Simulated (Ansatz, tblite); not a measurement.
Breaking a bond: Al2(mu-Me)2(Me)4, C6H18Al2, singlet. The C7–H26 bond (C7 also carries Al, H, H; H26 carries nothing else) is pulled apart rigidly from the PBE0/def2-SVP optimised geometry.

Levels of theory: GFN2-xTB, 300 K electronic temperature (tblite); UKS-PBE0 = unrestricted PBE0/def2-SVP in Ansatz (a quantum-chemistry and plane-wave program).

Energies relative to the lowest point of each curve near equilibrium, in kcal/mol; the last columns give the difference from UKS-PBE0:

| R / Å | GFN2-xTB | UKS-PBE0 | GFN2-xTB − UKS-PBE0 |
|---|---|---|---|
| 0.91 | 17.9 | 21.1 | -3.2 |
| 0.98 | 5.8 | 7.4 | -1.6 |
| 1.03 | 1.6 | 2.3 | -0.7 |
| 1.07 | 0.2 | 0.4 | -0.2 |
| 1.10 | 0.0 | 0.0 | 0.0 |
| 1.14 | 0.7 | 0.5 | 0.2 |
| 1.17 | 1.7 | 1.5 | 0.2 |
| 1.25 | 6.1 | 6.4 | -0.3 |
| 1.35 | 13.6 | 15.2 | -1.6 |
| 1.44 | 21.1 | 24.4 | -3.3 |
| 1.62 | 37.2 | 44.1 | -6.8 |
| 1.79 | 51.9 | 62.0 | -10.1 |
| 2.06 | 72.2 | 86.6 | -14.4 |
| 2.33 | 88.1 | 100.5 | -12.4 |
| 2.73 | 104.2 | 108.4 | -4.2 |
| 3.21 | 114.8 | 111.1 | 3.8 |

GFN2-xTB is furthest from UKS-PBE0 at 2.06 (-14.4 kcal/mol, below); its mean absolute difference over the points is 3.9 kcal/mol.

The unrestricted determinant behind UKS-PBE0 is spin-contaminated at 2.06 to 3.21 Å (<S²> up to 1.0, against 0.00 for a pure singlet).
